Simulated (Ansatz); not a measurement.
Ansatz (a program for electronic structure) input (B3LYP-D3(BJ)/def2-TZVP):

Ansatz 0.2 input:
```yaml
crystal:
  periodic: [false, false, false]
  atoms:
    - {symbol: C, position_ang: [-1.98934015, 0.02581278, 0.22437496]}
    - {symbol: C, position_ang: [-0.78324997, 0.42045104, -0.53685828]}
    - {symbol: C, position_ang: [0.51000386, -0.08312803, 0.05906458]}
    - {symbol: O, position_ang: [0.62534061, -0.74636294, 1.05441797]}
    - {symbol: O, position_ang: [1.57293551, 0.31084764, -0.68218178]}
    - {symbol: H, position_ang: [-1.89823571, -0.56949993, 1.11944023]}
    - {symbol: H, position_ang: [-2.96565995, 0.33516932, -0.11760314]}
    - {symbol: H, position_ang: [-0.81917032, 0.06992487, -1.57791148]}
    - {symbol: H, position_ang: [-0.69374103, 1.51175390, -0.63171011]}
    - {symbol: H, position_ang: [2.36611558, -0.04204055, -0.24959265]}
basis:
  gaussian:
    orbitals: def2-TZVP
hamiltonian:
  xc: b3lyp
  dispersion: d3bj
magnetization: {spin_polarized: true, initial_magnetization: 1}
phonons: {temperatures: {t_min: 298.15, t_max: 298.15, t_step: 100}}
```

Output:

```
Functional definition: B3LYP
integrals: 0.08 GiB planned
1062 factors; their error is unknown
mean field: 1.08 GiB planned
mean field evaluation 1: about -7279.0200 eV, gradient 5.0e1 eV
mean field evaluation 2: about -7270.6638 eV, gradient 6.9e1 eV
mean field evaluation 4: about -7288.3875 eV, gradient 4.3e0 eV
mean field evaluation 8: about -7288.4415 eV, gradient 3.8e-1 eV
mean field evaluation 16: about -7288.4419 eV, gradient 1.7e-4 eV
mean field -7288.44194494 eV, -267.8453011931 hartree, gradient 7.7e-5 eV, S^2 0.753960; 0 other end points of the search recorded, 0 dependent functions left out
the calculation of the forces begins
reference -7288.44219073 eV, -267.8453102257 hartree; 20, 19 occupied and 165, 166 virtual orbitals, 1062 factors
these checks for a lower state are left out or cut short: stability, starts, cluster_reference, orbital_swaps, neighbouring_geometries, increment
integrals: 0.08 GiB planned
1062 factors; their error is unknown
mean field: 1.08 GiB planned
mean field -7288.44175540 eV, -267.8452942277 hartree, gradient 2.5e-6 eV, S^2 0.753963; 0 other end points of the search recorded, 0 dependent functions left out
the calculation of the forces begins
reference -7288.44200120 eV, -267.8453032606 hartree; 20, 19 occupied and 165, 166 virtual orbitals, 1062 factors
these checks for a lower state are left out or cut short: stability, starts, cluster_reference, orbital_swaps, neighbouring_geometries, increment
integrals: 0.08 GiB planned
1062 factors; their error is unknown
mean field: 1.08 GiB planned
mean field evaluation 32: about -7288.4418 eV, gradient 5.8e-3 eV
mean field -7288.44175945 eV, -267.8452943765 hartree, gradient 2.4e-6 eV, S^2 0.753957; 0 other end points of the search recorded, 0 dependent functions left out
the calculation of the forces begins
reference -7288.44200523 eV, -267.8453034089 hartree; 20, 19 occupied and 165, 166 virtual orbitals, 1062 factors
these checks for a lower state are left out or cut short: stability, starts, cluster_reference, orbital_swaps, neighbouring_geometries, increment
integrals: 0.08 GiB planned
1062 factors; their error is unknown
mean field: 1.08 GiB planned
mean field -7288.44181719 eV, -267.8452964985 hartree, gradient 2.5e-6 eV, S^2 0.753963; 0 other end points of the search recorded, 0 dependent functions left out
the calculation of the forces begins
reference -7288.44206301 eV, -267.8453055320 hartree; 20, 19 occupied and 165, 166 virtual orbitals, 1062 factors
these checks for a lower state are left out or cut short: stability, starts, cluster_reference, orbital_swaps, neighbouring_geometries, increment
integrals: 0.08 GiB planned
1062 factors; their error is unknown
mean field: 1.08 GiB planned
mean field -7288.44188097 eV, -267.8452988423 hartree, gradient 2.4e-6 eV, S^2 0.753956; 0 other end points of the search recorded, 0 dependent functions left out
the calculation of the forces begins
reference -7288.44212674 eV, -267.8453078741 hartree; 20, 19 occupied and 165, 166 virtual orbitals, 1062 factors
these checks for a lower state are left out or cut short: stability, starts, cluster_reference, orbital_swaps, neighbouring_geometries, increment
integrals: 0.08 GiB planned
1062 factors; their error is unknown
mean field: 1.08 GiB planned
mean field -7288.44180009 eV, -267.8452958699 hartree, gradient 2.4e-6 eV, S^2 0.753957; 0 other end points of the search recorded, 0 dependent functions left out
the calculation of the forces begins
reference -7288.44204578 eV, -267.8453048990 hartree; 20, 19 occupied and 165, 166 virtual orbitals, 1062 factors
these checks for a lower state are left out or cut short: stability, starts, cluster_reference, orbital_swaps, neighbouring_geometries, increment
integrals: 0.08 GiB planned
[...]
integrals: 0.08 GiB planned
1062 factors; their error is unknown
mean field: 1.08 GiB planned
mean field -7288.44190926 eV, -267.8452998819 hartree, gradient 2.5e-6 eV, S^2 0.753964; 0 other end points of the search recorded, 0 dependent functions left out
the calculation of the forces begins
reference -7288.44215506 eV, -267.8453089149 hartree; 20, 19 occupied and 165, 166 virtual orbitals, 1062 factors
these checks for a lower state are left out or cut short: stability, starts, cluster_reference, orbital_swaps, neighbouring_geometries, increment
integrals: 0.08 GiB planned
1062 factors; their error is unknown
mean field: 1.08 GiB planned
mean field -7288.44191591 eV, -267.8453001262 hartree, gradient 2.5e-6 eV, S^2 0.753956; 0 other end points of the search recorded, 0 dependent functions left out
the calculation of the forces begins
reference -7288.44216168 eV, -267.8453091583 hartree; 20, 19 occupied and 165, 166 virtual orbitals, 1062 factors
these checks for a lower state are left out or cut short: stability, starts, cluster_reference, orbital_swaps, neighbouring_geometries, increment
integrals: 0.08 GiB planned
1062 factors; their error is unknown
mean field: 1.08 GiB planned
mean field -7288.44187816 eV, -267.8452987389 hartree, gradient 2.5e-6 eV, S^2 0.753954; 0 other end points of the search recorded, 0 dependent functions left out
the calculation of the forces begins
reference -7288.44212391 eV, -267.8453077701 hartree; 20, 19 occupied and 165, 166 virtual orbitals, 1062 factors
these checks for a lower state are left out or cut short: stability, starts, cluster_reference, orbital_swaps, neighbouring_geometries, increment
integrals: 0.08 GiB planned
1062 factors; their error is unknown
mean field: 1.08 GiB planned
mean field evaluation 224: about -7288.4497 eV, gradient 3.0e-4 eV
mean field -7288.44191656 eV, -267.8453001500 hartree, gradient 2.5e-6 eV, S^2 0.753965; 0 other end points of the search recorded, 0 dependent functions left out
the calculation of the forces begins
reference -7288.44216238 eV, -267.8453091840 hartree; 20, 19 occupied and 165, 166 virtual orbitals, 1062 factors
these checks for a lower state are left out or cut short: stability, starts, cluster_reference, orbital_swaps, neighbouring_geometries, increment
integrals: 0.08 GiB planned
1062 factors; their error is unknown
mean field: 1.08 GiB planned
mean field -7288.44192256 eV, -267.8453003705 hartree, gradient 2.5e-6 eV, S^2 0.753960; 0 other end points of the search recorded, 0 dependent functions left out
the calculation of the forces begins
reference -7288.44216835 eV, -267.8453094033 hartree; 20, 19 occupied and 165, 166 virtual orbitals, 1062 factors
these checks for a lower state are left out or cut short: stability, starts, cluster_reference, orbital_swaps, neighbouring_geometries, increment
integrals: 0.08 GiB planned
1062 factors; their error is unknown
mean field: 1.08 GiB planned
mean field -7288.44193627 eV, -267.8453008744 hartree, gradient 2.5e-6 eV, S^2 0.753960; 0 other end points of the search recorded, 0 dependent functions left out
the calculation of the forces begins
reference -7288.44218205 eV, -267.8453099069 hartree; 20, 19 occupied and 165, 166 virtual orbitals, 1062 factors
these checks for a lower state are left out or cut short: stability, starts, cluster_reference, orbital_swaps, neighbouring_geometries, increment
integrals: 0.08 GiB planned
1062 factors; their error is unknown
mean field: 1.08 GiB planned
mean field -7288.44192557 eV, -267.8453004815 hartree, gradient 2.5e-6 eV, S^2 0.753960; 0 other end points of the search recorded, 0 dependent functions left out
the calculation of the forces begins
reference -7288.44217135 eV, -267.8453095137 hartree; 20, 19 occupied and 165, 166 virtual orbitals, 1062 factors
these checks for a lower state are left out or cut short: stability, starts, cluster_reference, orbital_swaps, neighbouring_geometries, increment
integrals: 0.08 GiB planned
1062 factors; their error is unknown
mean field: 1.08 GiB planned
mean field evaluation 256: about -7288.4419 eV, gradient 2.2e-6 eV
mean field -7288.44192059 eV, -267.8453002982 hartree, gradient 2.5e-6 eV, S^2 0.753960; 0 other end points of the search recorded, 0 dependent functions left out
the calculation of the forces begins
reference -7288.44216639 eV, -267.8453093312 hartree; 20, 19 occupied and 165, 166 virtual orbitals, 1062 factors
these checks for a lower state are left out or cut short: stability, starts, cluster_reference, orbital_swaps, neighbouring_geometries, increment
integrals: 0.08 GiB planned
1062 factors; their error is unknown
mean field: 1.08 GiB planned
mean field -7288.44183509 eV, -267.8452971563 hartree, gradient 2.4e-6 eV, S^2 0.753957; 0 other end points of the search recorded, 0 dependent functions left out
the calculation of the forces begins
reference -7288.44208082 eV, -267.8453061867 hartree; 20, 19 occupied and 165, 166 virtual orbitals, 1062 factors
these checks for a lower state are left out or cut short: stability, starts, cluster_reference, orbital_swaps, neighbouring_geometries, increment
integrals: 0.08 GiB planned
1062 factors; their error is unknown
mean field: 1.08 GiB planned
mean field -7288.44187995 eV, -267.8452988049 hartree, gradient 2.5e-6 eV, S^2 0.753963; 0 other end points of the search recorded, 0 dependent functions left out
the calculation of the forces begins
reference -7288.44212580 eV, -267.8453078398 hartree; 20, 19 occupied and 165, 166 virtual orbitals, 1062 factors
these checks for a lower state are left out or cut short: stability, starts, cluster_reference, orbital_swaps, neighbouring_geometries, increment
integrals: 0.08 GiB planned
1062 factors; their error is unknown
mean field: 1.08 GiB planned
mean field -7288.44188769 eV, -267.8452990893 hartree, gradient 2.5e-6 eV, S^2 0.753960; 0 other end points of the search recorded, 0 dependent functions left out
the calculation of the forces begins
reference -7288.44213346 eV, -267.8453081213 hartree; 20, 19 occupied and 165, 166 virtual orbitals, 1062 factors
these checks for a lower state are left out or cut short: stability, starts, cluster_reference, orbital_swaps, neighbouring_geometries, increment
integrals: 0.08 GiB planned
1062 factors; their error is unknown
mean field: 1.08 GiB planned
mean field -7288.44189025 eV, -267.8452991833 hartree, gradient 2.5e-6 eV, S^2 0.753960; 0 other end points of the search recorded, 0 dependent functions left out
the calculation of the forces begins
reference -7288.44213605 eV, -267.8453082165 hartree; 20, 19 occupied and 165, 166 virtual orbitals, 1062 factors
these checks for a lower state are left out or cut short: stability, starts, cluster_reference, orbital_swaps, neighbouring_geometries, increment
integrals: 0.08 GiB planned
1062 factors; their error is unknown
mean field: 1.08 GiB planned
mean field evaluation 288: about -7288.4493 eV, gradient 3.8e-1 eV
mean field -7288.44190380 eV, -267.8452996814 hartree, gradient 2.5e-6 eV, S^2 0.753960; 0 other end points of the search recorded, 0 dependent functions left out
the calculation of the forces begins
reference -7288.44214963 eV, -267.8453087154 hartree; 20, 19 occupied and 165, 166 virtual orbitals, 1062 factors
these checks for a lower state are left out or cut short: stability, starts, cluster_reference, orbital_swaps, neighbouring_geometries, increment
integrals: 0.08 GiB planned
1062 factors; their error is unknown
mean field: 1.08 GiB planned
mean field -7288.44187057 eV, -267.8452984602 hartree, gradient 2.5e-6 eV, S^2 0.753960; 0 other end points of the search recorded, 0 dependent functions left out
the calculation of the forces begins
reference -7288.44211632 eV, -267.8453074914 hartree; 20, 19 occupied and 165, 166 virtual orbitals, 1062 factors
Total energy: -7288.73614648 eV, -267.8561129002 hartree
Atom 0 at    -1.989340     0.025813     0.224375 Å, force     0.000485     0.000119    -0.000246 eV/Å
Atom 1 at    -0.783250     0.420451    -0.536858 Å, force     0.000245    -0.000115     0.000142 eV/Å
Atom 2 at     0.510004    -0.083128     0.059065 Å, force    -0.001016     0.000466    -0.000575 eV/Å
Atom 3 at     0.625341    -0.746363     1.054418 Å, force     0.000082     0.000100    -0.000163 eV/Å
Atom 4 at     1.572936     0.310848    -0.682182 Å, force     0.000044     0.000025    -0.000044 eV/Å
Atom 5 at    -1.898236    -0.569500     1.119440 Å, force    -0.000127     0.000244    -0.000356 eV/Å
Atom 6 at    -2.965660     0.335169    -0.117603 Å, force    -0.000273    -0.000405     0.000653 eV/Å
Atom 7 at    -0.819170     0.069925    -1.577911 Å, force     0.000392    -0.000187     0.000129 eV/Å
Atom 8 at    -0.693741     1.511754    -0.631710 Å, force     0.000400    -0.000092     0.000191 eV/Å
Atom 9 at     2.366116    -0.042041    -0.249593 Å, force    -0.000231    -0.000156     0.000268 eV/Å
Dipole moment:     0.021920     0.198170    -0.304879 e Å
Vibrations: 56.05 154.53 271.36 446.75 477.30 524.80 610.64 653.12 807.19 913.07 1011.94 1105.50 1155.98 1191.55 1304.00 1403.45 1430.93 1450.08 1819.60 2981.95 2987.19 3167.92 3278.90 3729.52 cm⁻¹, zero-point energy 2.041605 eV
```

It need not be the lowest isomer of its formula.
